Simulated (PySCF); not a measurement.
# Computed records: GeH₅O₂Si, C₂H₁₀GeSi, CH₆BGeO

Computed with PySCF 2.14.0. Calculation on a computer-drawn molecule: the log of a Hartree-Fock and frozen-core CCSD(T) single point meant for a local Hartree-Fock minimum, with one planted fault or none, to be diagnosed. Offsets are logged minus clean, where the clean run is the same molecule without the fault. The reference is restricted for singlets and unrestricted otherwise, and also for a bond in bohr or an excited solution. Adding or removing an electron swaps singlet and doublet. The excited solution moves the top pair (singlet) or top alpha electron (doublet) to the lowest empty orbital. Highest occupied and lowest empty are orbital energies over both spins, largest force is the largest gradient component, triples share is (T) over the correlation energy, the T1 limit is 0.02 restricted and 0.045 unrestricted, electrons count all cores, a negative frequency is imaginary (commonest isotopes), and the dipole is about the centre of nuclear charge; on germanium a core potential holds 10 electrons, which the energies leave out, and 3d is frozen in MP2 and coupled-cluster steps.

Common to all runs: meant basis and core potential on germanium cc-pVDZ-PP ECP10MDF; logged SCF converged yes; logged CC converged yes; logged SCF stable within its kind yes; possible faults no fault, one electron removed, one electron added, multiplicity raised by two, geometry at a saddle point, SCF held on an excited solution, minimal basis STO-3G, one bond length entered in bohr, all coordinates scaled.

(1) 
```xyz
9
formula=GeH5O2Si meant_charge=0 meant_multiplicity=2 meant_basis=cc-pV(D+d)Z logged_electrons=67 logged_basis_functions=99 logged_spin_squared=0.7612 logged_highest_occupied=-8.128 logged_lowest_empty=1.6552 logged_largest_force=0.010475 logged_T1_diagnostic=0.016276 logged_D1_diagnostic=0.069987 logged_triples_share=0.023202 logged_dipole_magnitude=2.0217 logged_energy_HF=-735.00317 logged_energy_CCSD(T)=-735.61063 planted_fault=all_coordinates_scaled,by_+1.1_% HF_energy_offset_from_clean_run=0.6489 CCSD(T)_energy_offset_from_clean_run=-0.7349
O     -1.0084    -0.3617     1.9557
Si    -0.9795    -0.1824     0.2884
O     -0.5822     1.4139     0.0307
Ge    -3.1712    -0.5662    -0.7387
H     -1.0122    -1.2443     2.3234
H     -0.1166     1.8819     0.7243
H     -3.6153    -2.0277    -0.4562
H     -4.2607     0.3898    -0.1845
H     -3.0771    -0.3833    -2.2744
```

Units: logged_highest_occupied, logged_lowest_empty in eV; logged_largest_force in hartree/bohr; logged_dipole_magnitude in debye; logged_energy_HF, logged_energy_CCSD(T) in hartree; HF_energy_offset_from_clean_run, CCSD(T)_energy_offset_from_clean_run in kcal/mol.

Drawn bonds:
```tsv
atom	other atom	order
1	2	1
2	3	1
2	4	1
1	5	1
3	6	1
4	7	1
4	8	1
4	9	1
```

(2) 
```xyz
14
formula=C2H10GeSi meant_charge=0 meant_multiplicity=1 meant_basis=cc-pV(D+d)Z logged_electrons=68 logged_basis_functions=124 logged_spin_squared=0.8447 logged_highest_occupied=-8.7688 logged_lowest_empty=1.4948 logged_largest_force=0.0078707 logged_T1_diagnostic=0.037743 logged_D1_diagnostic=0.20033 logged_triples_share=0.031491 logged_dipole_magnitude=0.97042 logged_energy_HF=-663.77669 logged_energy_CCSD(T)=-664.35193 planted_fault=one_bond_length_entered_in_bohr,row_12_of_the_drawn_bonds HF_energy_offset_from_clean_run=64.99 CCSD(T)_energy_offset_from_clean_run=72.62
C     -1.0106    -0.1008     0.0607
Si    -1.1223    -1.9709     0.2334
C      0.5749    -2.7869     0.3185
Ge     1.7284    -2.3361     1.8493
H     -0.4461     0.1774    -0.8340
H     -2.0103     0.3340    -0.0249
H     -0.5197     0.3545     0.9249
H     -1.8647    -2.5220    -0.9304
H     -1.8910    -2.3111     1.4587
H      0.4357    -3.8735     0.3310
H      1.1322    -2.5547    -0.5957
H      2.0914    -0.8451     1.8348
H      0.3811    -2.9315     4.3460
H      3.0262    -3.1515     1.7845
```

Units: logged_highest_occupied, logged_lowest_empty in eV; logged_largest_force in hartree/bohr; logged_dipole_magnitude in debye; logged_energy_HF, logged_energy_CCSD(T) in hartree; HF_energy_offset_from_clean_run, CCSD(T)_energy_offset_from_clean_run in kcal/mol.

Drawn bonds:
```tsv
atom	other atom	order
1	2	1
2	3	1
3	4	1
1	5	1
1	6	1
1	7	1
2	8	1
2	9	1
3	10	1
3	11	1
4	12	1
4	13	1
4	14	1
```

(3) 
```xyz
10
formula=CH6BGeO meant_charge=1 meant_multiplicity=1 meant_basis=cc-pVDZ logged_electrons=57 logged_basis_functions=95 logged_spin_squared=0.7694 logged_highest_occupied=-6.1983 logged_lowest_empty=2.915 logged_largest_force=0.092499 logged_T1_diagnostic=0.015503 logged_D1_diagnostic=0.050345 logged_triples_share=0.026043 logged_dipole_magnitude=1.6604 logged_energy_HF=-434.26705 logged_energy_CCSD(T)=-434.82236
B      0.7055    -1.4531    -1.6407
O      0.2961    -1.1861    -0.3391
Ge     0.1104    -1.0218     1.3245
C     -1.3620     0.0238     1.9517
H      1.4777    -0.6945    -2.1363
H      0.2448    -2.4151    -2.1687
H      1.1667    -1.7547     2.1160
H     -1.9849    -0.6046     2.5914
H     -0.9687     0.8528     2.5439
H     -1.9275     0.3910     1.0974
```

Units: logged_highest_occupied, logged_lowest_empty in eV; logged_largest_force in hartree/bohr; logged_dipole_magnitude in debye; logged_energy_HF, logged_energy_CCSD(T) in hartree.

Drawn bonds:
```tsv
atom	other atom	order
1	2	1
2	3	1
3	4	1
1	5	1
1	6	1
3	7	1
4	8	1
4	9	1
4	10	1
```

To be estimated
1. Which fault was planted in the run of CH₆BGeO (entry 3)?

Calculated values
1. one electron added

Further results for CH₆BGeO (entry 3):

- HF energy offset from clean run: -124.7 kcal/mol
- CCSD(T) energy offset from clean run: -131.7 kcal/mol
